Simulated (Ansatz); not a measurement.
Consider the hydrogenolysis of a C–F bond: `C/C(F)=N/[SiH3]` + H₂ → `C/C=N\[SiH3]` + H–F.

Program: Ansatz. Geometries: PBE0-D4/def2-TZVP. ΔE: electronic, gas phase. CCSD(T)/CBS is the MP2 limit (def2-TZVPP, def2-QZVPP) plus CCSD(T) − MP2 in def2-TZVPP, frozen cores. This one scheme is used for every species. Double bonds are as drawn, so ΔE can hold a change between cis and trans. DFT in def2-TZVPP.

`C/C(F)=N/[SiH3]`:

Z-matrix (Å, degrees):
```
C
C 1 1.484
H 1 1.087 2 110.0
H 1 1.092 2 109.7 3 -121.2
H 1 1.092 2 109.7 3 121.2
F 2 1.363 1 109.8 3 180.0
N 2 1.237 1 127.8 3 -0.0
Si 7 1.734 2 131.3 1 180.0
H 8 1.487 7 115.1 2 0.2
H 8 1.484 7 107.0 2 121.6
H 8 1.484 7 107.0 2 -121.3
```

H₂:

```xyz
2

H    -0.104   -0.344   -0.098
H     0.104    0.344    0.098
```

`C/C=N\[SiH3]`:

Cartesian coordinates in Å:
```
C -0.656 -0.056 -1.448
C -0.904 0.711 -0.189
N -0.287 0.647 0.905
Si 1.058 -0.302 1.435
H -1.558 -0.613 -1.722
H -0.460 0.639 -2.270
H 0.180 -0.749 -1.355
H -1.745 1.419 -0.259
H 1.649 -1.254 0.444
H 0.601 -1.087 2.609
H 2.122 0.645 1.852
```

H–F:

```xyz
2

F     0.373   -0.207   -0.172
H    -0.373    0.207    0.172
```

```csv
species,BHLYP energy (Eh)
`C/C(F)=N/[SiH3]`,-523.91051
H₂,-1.17003
`C/C=N\[SiH3]`,-424.63749
H–F,-100.45182
```

Work out ΔE.

ΔE = (-424.63749) + (-100.45182) − (-523.91051) − (-1.17003) = -0.00877 Eh = -5.5 kcal/mol. CCSD(T)/CBS gives -7.6 kcal/mol.

Largest T1 diagnostic among the species: 0.013.

At CCSD(T), def2-SVP lies +5.2 kcal/mol from the extrapolated value and def2-TZVPP +1.1 kcal/mol. Leaving LDA and LC-ωPBE aside and taking each functional with its dispersion term where it has one, the values, not all of them listed here, spread over 4.3 kcal/mol, from PBE-QIDH to r2SCAN-D4. LDA lies +1.5 kcal/mol from PBE without D4. From r2SCAN to r2SCAN0 (25 % exact exchange), in def2-TZVPP and without D4, ΔE moves by −2.1 kcal/mol.
